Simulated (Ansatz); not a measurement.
Input for Ansatz (a quantum-chemistry and plane-wave program): U-CCSD(T)/cc-pVDZ on C2H3B (SMILES BC#C), a point of a bond scan (R = 1.170 Å).

Ansatz 0.2 input:
```yaml
crystal:
  periodic: [false, false, false]
  atoms:
    - {symbol: B, position_ang: [-1.19336207, -0.05181280, -0.71503351]}
    - {symbol: C, position_ang: [0.09242682, 0.00401294, 0.05537990]}
    - {symbol: C, position_ang: [1.12928729, 0.04903083, 0.67664147]}
    - {symbol: H, position_ang: [2.13232370, 0.09258017, 1.27763648]}
    - {symbol: H, position_ang: [-1.95463786, 0.86080340, -0.66658092]}
    - {symbol: H, position_ang: [-1.44997504, -1.00862318, -1.37338029]}
basis:
  gaussian:
    orbitals: cc-pVDZ
correlation: {method: ccsd_t, electrons: outside_noble_gas}
scf: {omitted_lower_state_checks: [cluster_reference]}
magnetization: {spin_polarized: true, initial_magnetization: 0}
```

Output:

```
WARN ansatz: RAYON_NUM_THREADS=1 ignored (pool sized by the plan → 1); use --threads N
Functional definition: HF
these checks for a lower state are left out or cut short: cluster_reference
integrals: 0.04 GiB planned
529 factors; integrals over basis functions are off by at most 6.6e-4 eV
mean field: 0.10 GiB planned
mean field evaluation 1: about -2776.3370 eV, gradient 1.5e1 eV
mean field evaluation 2: about -2776.3395 eV, gradient 1.5e1 eV
mean field evaluation 4: about -2777.9297 eV, gradient 2.4e0 eV
mean field evaluation 8: about -2777.9673 eV, gradient 5.8e-2 eV
mean field evaluation 16: about -2777.9567 eV, gradient 2.3e-1 eV
mean field -2777.96740654 eV, -102.0884192163 hartree, gradient 1.8e-6 eV, S^2 0.000000; 2 other end points of the search recorded, 0 dependent functions left out
3 core orbitals not correlated
reference -2777.96740654 eV, -102.0884192163 hartree; 7, 7 occupied and 47, 47 virtual orbitals, 529 factors
second order -8.99731464 eV of doubles, -0.00000000 eV of singles
coupled cluster: 0.15 GiB planned
cycle   1  -9.36481835 eV  change   -3.7e-1 eV  update   8.3e-2
cycle   2  -9.70583440 eV  change   -3.4e-1 eV  update   2.7e-2
cycle   3  -9.78481322 eV  change   -7.9e-2 eV  update   1.2e-2
cycle   4  -9.78767144 eV  change   -2.9e-3 eV  update   3.8e-3
cycle   5  -9.78793020 eV  change   -2.6e-4 eV  update   1.2e-3
cycle   6  -9.78778513 eV  change    1.5e-4 eV  update   4.2e-4
cycle   7  -9.78792027 eV  change   -1.4e-4 eV  update   1.3e-4
cycle   8  -9.78793722 eV  change   -1.7e-5 eV  update   6.2e-5
cycle   9  -9.78791973 eV  change    1.7e-5 eV  update   2.3e-5
cycle  10  -9.78792078 eV  change   -1.0e-6 eV  update   6.7e-6
perturbative correction -0.39797154 eV, -0.0146251844 hartree
Total energy: -2788.15329886 eV, -102.4627438548 hartree
Checks for a lower state left out: cluster_reference
```

Self-consistency was reached.

Cost: about 1.8 core-seconds (a rough figure).
